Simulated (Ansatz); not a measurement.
HO (SMILES [OH-]), charge -1, singlet, at a GFN2-xTB geometry (a gas-phase anion, which may not be bound at this level). Base run: MP2/6-31G in Ansatz (a quantum-chemistry and plane-wave program).

Here is a job for Ansatz.
Ansatz 0.2 input:
```yaml
crystal:
  periodic: [false, false, false]
  atoms:
    - {symbol: O, position_ang: [-0.00000000, -0.00000000, -0.10875384]}
    - {symbol: H, position_ang: [0.00000000, 0.00000000, 0.87003075]}
basis:
  gaussian:
    orbitals: 6-31G
total_charge: -1
magnetization: {spin_polarized: false}
correlation: {method: mp2}
```

Variants of this job, named by their change:

```csv
change,ΔE vs base (kcal/mol),MP2 correlation (Eh),basis functions
base,0.000,-0.12533,11
method = bccd_t,-3.42,-0.12533,11
"fitting = cc-pVTZ-JKFIT (mean field), cc-pVTZ-RIFIT (correlation)",-0.005,-0.12533,11
method = rpa,-2.68,-,11
electrons = outside_noble_gas,0.000,-0.12533,11
method = bccd,-2.83,-0.12533,11
lower_state_search = off,0.000,-0.12533,11
electrons = all,-0.626,-0.12633,11
reference functional = pbe0,-0.72,-,11
method = ccsd_t,-3.44,-0.12533,11
```

A gas-phase anion may not be bound at this level; its values then depend on the basis.
